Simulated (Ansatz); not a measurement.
One change: `[CH3][Al-]1([Cl])[O]C=CC=[O+]1` becomes `[CH3][Ti-]1([OH])([F])[O]C=CC=[O+]1`.

Ansatz, PBE0-D4/def2-TZVP geometries, multiplicity 1. Each molecule was computed in one conformer, which needn't be the lowest.

Scalar relativity is left out up to krypton.

| property | `[CH3][Al-]1([Cl])[O]C=CC=[O+]1` |
| --- | --- |
| zero-point energy (PBE0-D4/def2-TZVP) / kJ/mol | 253.4 |
| LUMO energy (PBE0/def2-TZVPP) / eV | -2.63 |
| LUMO energy (ωB97M-V/def2-TZVPP) / eV | -0.50 |
| HOMO energy (ωB97M-V/def2-TZVPP) / eV | -9.97 |
| HOMO–LUMO gap (PBE/def2-TZVPP) / eV | 3.11 |
| HOMO energy (PBE0/def2-TZVPP) / eV | -7.83 |

What does the change do to each property? (An estimate is asked.)

Ansatz gave: 
```csv
property,`[CH3][Ti-]1([OH])([F])[O]C=CC=[O+]1`,shift
zero-point energy (PBE0-D4/def2-TZVP) / kJ/mol,285.2,31.8
LUMO energy (PBE0/def2-TZVPP) / eV,-2.33,0.30
LUMO energy (ωB97M-V/def2-TZVPP) / eV,-0.21,0.29
HOMO energy (ωB97M-V/def2-TZVPP) / eV,-9.82,0.15
HOMO–LUMO gap (PBE/def2-TZVPP) / eV,2.95,-0.16
HOMO energy (PBE0/def2-TZVPP) / eV,-7.59,0.24
```

With PBE0 the HOMO rises by 0.24 eV and the LUMO rises by 0.30 eV, so the gap widens by about 0.06 eV. PBE moves the HOMO by 0.44 eV and ωB97M-V by 0.15 eV. The zero-point energy changes by 31.8 kJ/mol with +6 modes.
